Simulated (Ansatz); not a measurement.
Reaction (redistribution): `O[SiH2]B(O)F` + `CS[SiH](F)Cl` → `O[SiH2][SiH](F)Cl` + `CSB(O)F`

Calculated with Ansatz (gas phase, PBE0-D4/def2-TZVP geometries, no zero-point term in ΔE). CCSD(T)/CBS is the MP2 limit (def2-TZVPP, def2-QZVPP) plus CCSD(T) − MP2 in def2-TZVPP, frozen cores. Each species was taken in one conformer, which may not be the lowest.

```json
{"species": "`O[SiH2]B(O)F`", "CCSD(T)/CBS(def2) energy (Eh)": "-566.57070"}
{"species": "`CS[SiH](F)Cl`", "CCSD(T)/CBS(def2) energy (Eh)": "-1287.03339"}
{"species": "`O[SiH2][SiH](F)Cl`", "CCSD(T)/CBS(def2) energy (Eh)": "-1215.46498"}
{"species": "`CSB(O)F`", "CCSD(T)/CBS(def2) energy (Eh)": "-638.14232"}
```

Problem. Work out ΔE.

Solution. ΔE = (-1215.46498) + (-638.14232) − (-566.57070) − (-1287.03339) = -0.00321 Eh = -2.0 kcal/mol.

Largest T1 diagnostic among the species: 0.013.
